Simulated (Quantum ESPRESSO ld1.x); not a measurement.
Er III, 66 electrons, occupied as [Xe] 4f11 7d1 (not the ground configuration). Method: Dirac Kohn-Sham, PBEsol, spin-unpolarised, spherical densities, point nucleus; open shells fill j = l - 1/2 first; computed with ld1.x of Quantum ESPRESSO 7.5. Some entries of the table are withheld. Estimate them.

orbital  occ.  eigenvalue (hartree)  <1/r> (bohr^-1)  <r> (bohr)
1s1/2       2                   (1)            77.56     0.02037
2s1/2       2             -354.5568            18.65     0.08591
2p1/2       2             -337.7632            18.62     0.07148
2p3/2       4             -304.0887            16.15     0.07876
3s1/2       2              -80.2913            6.824      0.2250
3p1/2       2              -72.9247            6.740      0.2147
3p3/2       4              -65.8539            6.108      0.2284
3d3/2       4              -53.2532            5.994      0.2013
3d5/2       6              -51.7077            5.839      0.2056
4s1/2       2              -16.7067            2.858      0.5078
4p1/2       2              -13.7635            2.750      0.5167
4p3/2       4              -12.1657            2.531      0.5481
4d3/2       4               -7.3206            2.311      0.5760
4d5/2       6               -7.0295            2.257      0.5870
5s1/2       2               -2.8791            1.086       1.230
5p1/2       2               -2.0593              (2)       1.368
5p3/2       4               -1.8429              (3)       1.463
4f5/2       6               -1.1923            1.719      0.7612
4f7/2       5               -1.1498            1.694      0.7740
7d3/2       1                   (4)           0.1417       9.576
7d5/2       0                   (5)           0.1416       9.616

Answer. 
(1) 1s1/2 eigenvalue (hartree): -2106.2950
(2) 5p1/2 <1/r> (bohr^-1): 0.9645
(3) 5p3/2 <1/r> (bohr^-1): 0.8906
(4) 7d3/2 eigenvalue (hartree): -0.1859
(5) 7d5/2 eigenvalue (hartree): -0.1844
